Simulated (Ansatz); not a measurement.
Isomers of CH$_{6}$SeSi$_{2}$, relaxed with PBE0-D4/def2-TZVP in Ansatz; electronic energies, one conformer each and not always the lowest. Functionals use def2-TZVPP; CBS adds triple-zeta CCSD(T) − MP2 to the MP2 limit of def2-TZVPP and def2-QZVPP.

Outer-core shells of Se are correlated without core-valence functions. Scalar relativity is left out up to krypton. Spin–orbit coupling is left out.

Order them by energy at frozen-core CCSD(T)/CBS, lowest first. (An estimate is asked.)
A. `C[SiH]1[SiH2][Se]1`
B. `[SiH3][SiH]1C[Se]1`
C. `C1[SiH2][SiH2][Se]1`
D. `[SeH][SiH]1C[SiH2]1`

A (0.0 kJ/mol), C (80.3 kJ/mol), B (117.4 kJ/mol), D (143.7 kJ/mol).

How do MP2/CBS(def2), r2SCAN-D4, B2PLYP, ωB97M-V place them (kJ/mol, against `C[SiH]1[SiH2][Se]1`)? (An estimate is asked.)

The calculation gave: 
```json
{"isomer": "`[SeH][SiH]1C[SiH2]1`", "MP2/CBS(def2)": "150.5", "r2SCAN-D4": "142.1", "B2PLYP": "142.1", "ωB97M-V": "138.7"}
{"isomer": "`[SiH3][SiH]1C[Se]1`", "MP2/CBS(def2)": "122.2", "r2SCAN-D4": "122.5", "B2PLYP": "114.1", "ωB97M-V": "119.1"}
{"isomer": "`C1[SiH2][SiH2][Se]1`", "MP2/CBS(def2)": "86.0", "r2SCAN-D4": "90.4", "B2PLYP": "81.2", "ωB97M-V": "80.1"}
```
